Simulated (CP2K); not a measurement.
## The standard entropy of CH4ClFSi (SMILES FC([SiH3])Cl) from a frequency calculation

A singlet with charge 0, relaxed at PDG (CP2K 2026.2):

```xyz
8

F     5.9912    8.7834    7.9436
C     7.1340    8.2298    7.3478
Si    8.0940    7.0882    8.5027
Cl    6.5992    7.2482    5.9838
H     7.7566    9.0794    6.9718
H     8.5015    7.8452    9.6162
H     9.2088    6.6285    7.7783
H     7.2697    6.0206    8.8999
```

Harmonic wavenumbers in cm⁻¹: 77, 178, 284, 420, 463, 597, 658, 745, 890, 930, 936, 939, 1166, 1409, 2088, 2090, 2126, 2802.

Masses in u: F 18.998, C 12.011, Si 28.085, Cl 35.45, H 1.008. Take T = 298.15 K, p = 1 bar, R = 8.3145 J/(mol K), kT/hc = 207.22 cm⁻¹, rigid rotor and harmonic oscillator.

Problem. Compute the standard molar entropy.

Solution. 
1. Translation (Sackur–Tetrode): S = R[3/2 ln M + 5/2 ln T − 1.1517] with M = 98.576 gives 166.1 J/(mol K).
2. Rotation: principal moments 85.935, 155.781, 225.170 u Å² give A, B, C = 0.1962, 0.1082, 0.0749 cm⁻¹; the symmetry number is σ = 1; q = (√π/σ)√((kT/hc)³/ABC) = 132592; S = R(ln q + 3/2) = 110.5.
3. Vibration: with u = ν̃/207.22, each mode gives R[u/(eᵘ − 1) − ln(1 − e⁻ᵘ)]; the sum is 46.5, most from 77 cm⁻¹ (16.6), 178 cm⁻¹ (9.8), 284 cm⁻¹ (6.3).
4. Electronic: R ln 1 = 0.0, from the spin multiplicity alone.
5. Sum: 166.1 + 110.5 + 46.5 + 0.0 = 323.1 J/(mol K).

No measured value is set beside it here. Where a soft mode is a torsion, a harmonic oscillator describes it poorly.
